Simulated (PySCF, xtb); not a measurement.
FH5OSi2. Atoms are numbered in the order given.

```xyz
9

Si    -1.7501     0.4778    -0.6104
O     -0.1366     0.0629    -0.6260
Si     1.2972    -0.0419     0.1654
F      1.1231    -1.0049     1.4610
H     -2.5508    -0.6257    -0.0129
H     -2.1820     0.7101    -2.0141
H     -1.9485     1.7226     0.1872
H      1.7131     1.2921     0.6653
H      2.2936    -0.6612    -0.7365
```
Charge 0, spin multiplicity 1.

Geometry optimised at B3LYP-D3(BJ)/def2-SVP. One conformer was computed; it need not be the lowest.

The numbers are results of PySCF with IEF-PCM-PBE0/def2-SVP, not measurements.

The values are the electrostatic part of the solvation free energy, E(continuum) − E(gas) at the gas-phase geometry, in a cavity of scaled van der Waals radii (PySCF's table); cavitation and dispersion terms are not included. In vacuum the orbital gap is 9.31 eV. The dipole moment in vacuum is 1.27 D.

```csv
solvent,ε,ΔG(elec) (kcal/mol),dipole (D),gap (eV)
water,78.36,-1.6,1.48,9.34
methanol,32.61,-1.5,1.48,9.34
chloroform,4.71,-1.1,1.42,9.34
```

For comparison, GFN2-xTB/ALPB(water) (xtb, at the GFN2-xTB geometry, all terms of that model) gives 1.8 kcal/mol.
